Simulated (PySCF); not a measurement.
boric acid (BH3O3), SMILES OB(O)O.

Geometry optimised at TPSSh-D3(BJ)/def2-SVP. One conformer was computed; it need not be the lowest.

Level of theory: PBE/def2-TZVPD run with PySCF.

Gas-phase values at a fixed geometry.

Computed frontier levels, gap, dipole moment and polarisability:
```json
{
 "highest_occupied_level": "-7.55 eV",
 "lowest_empty_level": "-1.28 eV",
 "orbital_gap": "6.27 eV",
 "dipole_moment": "2.82 D",
 "quadrupole, principal values (traceless, Buckingham form, about the centre of nuclear charge)": "-7.10, -2.79, 9.88 D·Å",
 "mean_static_polarisability": "30.3 bohr³ (4.48 Å³)",
 "polarisability_principal_values": "24.0, 31.8, 34.9 bohr³"
}
```
